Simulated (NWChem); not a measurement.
All runs are NWChem calculations. System: NSi, charge 0, spin multiplicity 2, at a geometry optimised with UPBE0/def2-SVP. The structure started from a generated list of species. Its SCF solution wasn't tested for a lower state. Level: G0W0@UPBE/def2-TZVP, RI basis def2-tzvp-rifit.

Input file:

```
start mol
memory heap 200 mb stack 700 mb global 1700 mb
geometry units angstroms nocenter noautoz
  Si     0.000000     0.000000     0.524965
  N      0.000000     0.000000    -1.049930
  symmetry group C2v
end
basis spherical
  * library def2-tzvp
end
basis "ri basis" bse spherical
  * library def2-tzvp-rifit
end
dft
  xc xpbe96 cpbe96
  odft
  mult 2
  iterations 100
  direct
  tolerances tight
end
task dft energy
gw
  states alpha occ 4 vir 2
  states beta occ 4 vir 2
end
task dft gw
```

Part of the output:

```
             Northwest Computational Chemistry Package (NWChem) 7.3.0
             --------------------------------------------------------

                                NWChem Input Module
                                -------------------

 Scaling coordinates for geometry "geometry" by  1.889725989
 (inverse scale =  0.529177249)

 Turning off AUTOSYM since
 SYMMETRY directive was detected!

                             Geometry "geometry" -> ""
                             -------------------------

 Output coordinates in angstroms (scale by  1.889725989 to convert to a.u.)

  No.       Tag          Charge          X              Y              Z
 ---- ---------------- ---------- -------------- -------------- --------------
    1 Si                  14.0000     0.00000000     0.00000000     0.52496500
    2 N                    7.0000     0.00000000     0.00000000    -1.04993000

 Effective nuclear repulsion energy (a.u.)      32.9287796342

            Nuclear Dipole moment (a.u.)
            ----------------------------
        X                 Y               Z
 ---------------- ---------------- ----------------
     0.0000000000     0.0000000000     0.0000000000

      Symmetry information
      --------------------

 Group name             C2v
 Group number             16
 Group order               4
 No. of unique centers     2

      Symmetry unique atoms

     1    2


 Summary of "ao basis" -> "" (spherical)
 ------------------------------------------------------------------------------
       Tag                 Description            Shells   Functions and Types
 ---------------- ------------------------------  ------  ---------------------
 *                         def2-tzvp                  on all atoms

 new library libraries.bse/

 Summary of "ri basis" -> "" (spherical)
 ------------------------------------------------------------------------------
       Tag                 Description            Shells   Functions and Types
 ---------------- ------------------------------  ------  ---------------------
 *                      def2-tzvp-rifit               on all atoms

  pbe96 is a nonlocal functional; adding pw91lda local functional.

                                 NWChem DFT Module
                                 -----------------

 Summary of "ao basis" -> "ao basis" (spherical)
 ------------------------------------------------------------------------------
       Tag                 Description            Shells   Functions and Types
 ---------------- ------------------------------  ------  ---------------------
 Si                        def2-tzvp                13       37   5s5p2d1f
 N                         def2-tzvp                11       31   5s3p2d1f

 Summary of "ao basis" -> "ao basis" (spherical)
 ------------------------------------------------------------------------------
       Tag                 Description            Shells   Functions and Types
 ---------------- ------------------------------  ------  ---------------------
 Si                        def2-tzvp                13       37   5s5p2d1f
 N                         def2-tzvp                11       31   5s3p2d1f

      Symmetry analysis of basis
      --------------------------

        a1         30
        a2          6
        b1         16
        b2         16

            General Information
            -------------------
          SCF calculation type: DFT
          Wavefunction type:  spin polarized.
          No. of atoms     :     2
          No. of electrons :    21
           Alpha electrons :    11
            Beta electrons :    10
          Charge           :     0
          Spin multiplicity:     2
          Use of symmetry is: on ; symmetry adaption is: on
          Maximum number of iterations: 100
          This is a Direct SCF calculation.
          AO basis - number of functions:    68
                     number of shells:    24
          Convergence on energy requested:  1.00D-06
          Convergence on density requested:  1.00D-05
          Convergence on gradient requested:  5.00D-04

              XC Information
              --------------
          PerdewBurkeErnzerhof Exchange Functional  1.000
            Perdew 1991 LDA Correlation Functional  1.000 local
           PerdewBurkeErnz. Correlation Functional  1.000 non-local

             Grid Information
             ----------------
          Grid used for XC integration:  medium
          Radial quadrature: Mura-Knowles
          Angular quadrature: Lebedev.
          Tag              B.-S. Rad. Rad. Pts. Rad. Cut. Ang. Pts.
          ---              ---------- --------- --------- ---------
          Si                  1.10       88           7.0       590
          N                   0.65       49           8.0       434
          Grid pruning is: on
          Number of quadrature shells:   137
          Spatial weights used:  Erf1

          Convergence Information
          -----------------------
          Convergence aids based upon iterative change in
          total energy or number of iterations.
          Levelshifting, if invoked, occurs when the
          HOMO/LUMO gap drops below (HL_TOL):  1.00D-02
          DIIS, if invoked, will attempt to extrapolate
          using up to (NFOCK): 10 stored Fock matrices.

                    Damping( 0%)  Levelshifting(0.5)       DIIS
                  --------------- ------------------- ---------------
          dE  on:    start            ASAP                start
          dE off:    2 iters        100 iters           100 iters

      Screening Tolerance Information
[...]
                     -----------------------------------------

 Vector    8  Occ=1.000000D+00  E=-3.544296D-01  Symmetry=a1
              MO Center= -3.5D-15,  8.0D-17,  2.8D-01, r^2= 2.2D+00
   Bfn.  Coefficient  Atom+Function         Bfn.  Coefficient  Atom+Function
  ----- ------------  ---------------      ----- ------------  ---------------
     4      0.640587  1 Si s                  5      0.372947  1 Si s
     3     -0.365287  1 Si s                 41     -0.228880  2 N  s
    42     -0.168129  2 N  s                 40     -0.166243  2 N  s
    45      0.142478  2 N  pz                17      0.115121  1 Si pz
    48      0.107367  2 N  pz                39      0.102883  2 N  s

 Vector    9  Occ=1.000000D+00  E=-2.481344D-01  Symmetry=b1
              MO Center=  3.4D-15, -1.8D-30, -5.7D-01, r^2= 1.6D+00
   Bfn.  Coefficient  Atom+Function         Bfn.  Coefficient  Atom+Function
  ----- ------------  ---------------      ----- ------------  ---------------
    43      0.356353  2 N  px                46      0.299692  2 N  px
    15      0.288554  1 Si px                49      0.200860  2 N  px
    18      0.155727  1 Si px                 6     -0.110409  1 Si px
    12      0.109399  1 Si px                24      0.054895  1 Si d  1
     9     -0.052065  1 Si px                29      0.039169  1 Si d  1

 Vector   10  Occ=1.000000D+00  E=-2.481344D-01  Symmetry=b2
              MO Center=  2.8D-32,  8.6D-17, -5.7D-01, r^2= 1.6D+00
   Bfn.  Coefficient  Atom+Function         Bfn.  Coefficient  Atom+Function
  ----- ------------  ---------------      ----- ------------  ---------------
    44      0.356353  2 N  py                47      0.299692  2 N  py
    16      0.288554  1 Si py                50      0.200860  2 N  py
    19      0.155727  1 Si py                 7     -0.110409  1 Si py
    13      0.109399  1 Si py                22     -0.054895  1 Si d -1
    10     -0.052065  1 Si py                27     -0.039169  1 Si d -1

 Vector   11  Occ=0.000000D+00  E=-2.183740D-01  Symmetry=a1
              MO Center= -2.5D-15,  6.6D-16, -4.2D-01, r^2= 2.4D+00
   Bfn.  Coefficient  Atom+Function         Bfn.  Coefficient  Atom+Function
  ----- ------------  ---------------      ----- ------------  ---------------
     5      0.398334  1 Si s                 45     -0.365309  2 N  pz
    17      0.282909  1 Si pz                48     -0.283791  2 N  pz
    51     -0.255548  2 N  pz                14      0.152412  1 Si pz
     8     -0.139337  1 Si pz                41      0.111311  2 N  s
    42      0.093661  2 N  s                 20      0.084000  1 Si pz

 Vector   12  Occ=0.000000D+00  E=-8.547743D-02  Symmetry=b2
              MO Center=  2.4D-31, -9.0D-16,  3.7D-01, r^2= 2.9D+00
   Bfn.  Coefficient  Atom+Function         Bfn.  Coefficient  Atom+Function
  ----- ------------  ---------------      ----- ------------  ---------------
    19      0.512812  1 Si py                16      0.440090  1 Si py
    50     -0.300248  2 N  py                44     -0.277201  2 N  py
    47     -0.215390  2 N  py                 7     -0.135770  1 Si py
    13      0.133573  1 Si py                27      0.111412  1 Si d -1
    22      0.077726  1 Si d -1              10     -0.061352  1 Si py

 Vector   13  Occ=0.000000D+00  E=-8.547743D-02  Symmetry=b1
              MO Center=  2.5D-15, -6.2D-31,  3.7D-01, r^2= 2.9D+00
   Bfn.  Coefficient  Atom+Function         Bfn.  Coefficient  Atom+Function
  ----- ------------  ---------------      ----- ------------  ---------------
    18      0.512812  1 Si px                15      0.440090  1 Si px
    49     -0.300248  2 N  px                43     -0.277201  2 N  px
    46     -0.215390  2 N  px                 6     -0.135770  1 Si px
    12      0.133573  1 Si px                29     -0.111412  1 Si d  1
    24     -0.077726  1 Si d  1               9     -0.061352  1 Si px

   alpha - beta orbital overlaps
   -----------------------------

   alpha      1      2      3      4      5      6      7      8      9     10
    beta      1      2      3      6      4      5      7      8     11      9
 overlap   1.000  1.000  1.000  1.000  1.000  1.000  0.999  0.975  0.976  0.998

   alpha     11     12     13     14     15     16     17     18     19     20
    beta     10     13     12     14     15     16     17     18     19     20
 overlap   0.998  0.998  0.998  0.998  0.998  1.000  1.000  1.000  1.000  0.995

   alpha     21     22     23     24     25     26     27     28     29     30
    beta     21     22     23     24     25     26     27     28     29     32
 overlap   0.999  0.999  0.997  1.000  1.000  0.999  0.998  0.999  0.999  0.999

   alpha     31     32     33     34     35     36     37     38     39     40
    beta     33     30     31     36     34     35     37     38     39     40
 overlap   0.999  0.999  0.999  0.999  1.000  1.000  0.998  0.998  0.998  0.998

   alpha     41     42     43     44     45     46     47     48     49     50
    beta     41     42     43     44     45     46     47     48     49     50
 overlap   0.999  1.000  1.000  1.000  1.000  1.000  0.998  0.998  1.000  1.000

   alpha     51     52     53     54     55     56     57     58     59     60
    beta     51     53     52     54     55     56     57     58     59     60
 overlap   1.000  1.000  1.000  1.000  1.000  1.000  1.000  1.000  1.000  1.000

   alpha     61     62     63     64     65     66     67     68
    beta     61     62     63     64     65     66     67     68
 overlap   1.000  1.000  1.000  1.000  1.000  1.000  1.000  1.000

     --------------------------
     Expectation value of S2:
     --------------------------
      <S2> =      0.7612 (Exact =     0.7500)

 center of mass
 --------------
 x =   0.00000000 y =   0.00000000 z =  -0.00069027

 moments of inertia (a.u.)
 ------------------
          82.657404064328           0.000000000000           0.000000000000
           0.000000000000          82.657404064328           0.000000000000
           0.000000000000           0.000000000000           0.000000000000

     Multipole analysis of the density
     ---------------------------------

     L   x y z        total         alpha         beta         nuclear
     -   - - -        -----         -----         ----         -------
     0   0 0 0     -0.000000    -11.000000    -10.000000     21.000000

     1   1 0 0     -0.000000     -0.000000     -0.000000      0.000000
     1   0 1 0     -0.000000     -0.000000     -0.000000      0.000000
     1   0 0 1      1.061259      1.071909     -0.010650      0.000000

     2   2 0 0    -13.358573     -6.927912     -6.430661      0.000000
     2   1 1 0     -0.000000     -0.000000     -0.000000      0.000000
     2   1 0 1      0.000000      0.000000      0.000000      0.000000
     2   0 2 0    -13.358573     -6.927912     -6.430661      0.000000
     2   0 1 1     -0.000000     -0.000000      0.000000      0.000000
     2   0 0 2    -13.444681    -31.149748    -23.628954     41.334021

 Task  times  cpu:        6.2s     wall:        6.2s

                                NWChem Input Module
                                -------------------

                                 NWChem GW Module
                                 ----------------

                             ***********************
                             ***        GW       ***
                             ***********************

 Summary of "ri basis" -> "ri basis" (spherical)
 ------------------------------------------------------------------------------
       Tag                 Description            Shells   Functions and Types
 ---------------- ------------------------------  ------  ---------------------
 Si                     def2-tzvp-rifit             29      113   9s7p6d5f2g
 N                      def2-tzvp-rifit             22       76   8s6p4d3f1g

                 Memory Information
                 ------------------
          Available GA per process is          1699.9 MBs
          Available stack per process is        700.0 MBs
          Available heap per process is           0.0 MBs

          Peak memory in Initialization
              Peak GA per process is                  2.8 MBs
              Peak stack per process is               0.1 MBs
              Peak heap per process is                2.9 MBs
              Memory not in MA per process            0.0 MBs

          Peak memory in AFF Calculation
              Peak GA per process is                 15.2 MBs
              Peak stack per process is              11.1 MBs
              Peak heap per process is                0.0 MBs
              Memory not in MA per process           11.1 MBs

          Computing 2-center integrals
          Computing Inverse Cholesky factor
          Computing 3-center integrals
          Computing V_xc ...

          Computing Sigma_x
          Computing RPA polarizability
          Solving quasiparticle equations

                  Alpha Orbitals
          State     Energy (eV)     Error (eV)
          -----------------------------------
@GW         8        -13.366           0.004
@GW         9        -10.735           0.002
@GW        10        -10.042           0.003
@GW        11        -10.042           0.003
@GW        12          0.361           0.002
@GW        13          0.361           0.002

                   Beta Orbitals
          State     Energy (eV)     Error (eV)
          -----------------------------------
@GW         7        -21.509           0.003
@GW         8        -13.067           0.002
@GW         9         -9.680           0.002
@GW        10         -9.680           0.002
@GW        11         -3.071           0.002
@GW        12          0.785           0.002

   Applying  -2.9529 eV scissor-shift to rest of particle states

   Applying   2.9981 eV scissor-shift to rest of hole states

   Applying  -2.9281 eV scissor-shift to rest of particle states

   Applying   2.8716 eV scissor-shift to rest of hole states

     GW Timing Statistics
   ------------------------
   Init.   :          0.1s
     ERIs  :          0.3s
     Distr.:          0.0s
     Vxc   :          0.1s
   Sigma_x :          0.0s
   RPA     :          0.3s
   Wmn     :          0.0s
   Sigma_c :          0.0s
   GW total:          0.8s

 Task  times  cpu:        0.8s     wall:        0.8s

 Total times  cpu:        7.1s     wall:        7.1s
```
